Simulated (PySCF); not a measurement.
PySCF input file for Si(Cl)2(I)(OH) (Cl2HIOSi), SMILES O[Si](Cl)(Cl)I, IEF-PCM-ωB97X/def2-SVP. Geometry: B3LYP-D3(BJ)/def2-SVP. The structure was generated by enumeration, and PubChem lists no compound with its InChIKey, so it may never have been made. The def2 effective core potentials stand for the cores of I; spin–orbit coupling is left out. The values are those of a single conformer.

```python
import numpy as np
from pyscf import gto, scf, dft
from pyscf.solvent import pcm

mol = gto.M(
    atom='''
    O    -1.06681562    1.94664703    0.00000000
    Si   -0.85907586    0.31692113    0.00000000
    Cl   -1.73554375   -0.53204864    1.66157494
    Cl   -1.73554377   -0.53204864   -1.66157494
    I     1.53856067   -0.07929373   -0.00000000
    H    -1.97364090    2.28214904    0.00000000
    ''',
    basis='def2-SVP',
    ecp={'I': 'def2-svp'},
    charge=0,
    spin=0,
    max_memory=1600,
    verbose=3,
)
mf = dft.RKS(mol, xc='wb97x').density_fit(auxbasis='def2-universal-jkfit')
mf.grids.level = 3
mf.conv_tol = 1e-9
mf.max_cycle = 100
mf.kernel()
res = {}
for name, eps in {'water': 78.355, '1-octanol': 9.8629, 'acetone': 20.493}.items():
    s = mf.PCM()
    s.with_solvent.method, s.with_solvent.eps, s.with_solvent.lebedev_order = 'IEF-PCM', eps, 29
    s.kernel(mf.make_rdm1())
    res[name] = (s.e_tot, eps, s.dip_moment(), s.mo_energy, s.converged)
    print(f'{name}: electrostatic solvation free energy {(s.e_tot - mf.e_tot) * 627.509474:.3f} kcal/mol')
```

Log of the run:

```
converged SCF energy = -1583.18813714043

WARN: PCM is an experimental feature. It is still in testing.
Features and APIs may be changed in the future.

converged SCF energy = -1583.1958418771
Dipole moment(X, Y, Z, Debye): -1.32539,  1.23692,  0.00000
water: electrostatic solvation free energy -4.835 kcal/mol

WARN: PCM is an experimental feature. It is still in testing.
Features and APIs may be changed in the future.

converged SCF energy = -1583.19473380297
Dipole moment(X, Y, Z, Debye): -1.28321,  1.20763,  0.00000
1-octanol: electrostatic solvation free energy -4.139 kcal/mol

WARN: PCM is an experimental feature. It is still in testing.
Features and APIs may be changed in the future.

converged SCF energy = -1583.19537425464
Dipole moment(X, Y, Z, Debye): -1.30727,  1.22475,  0.00000
acetone: electrostatic solvation free energy -4.541 kcal/mol
```

Self-consistency was reached.
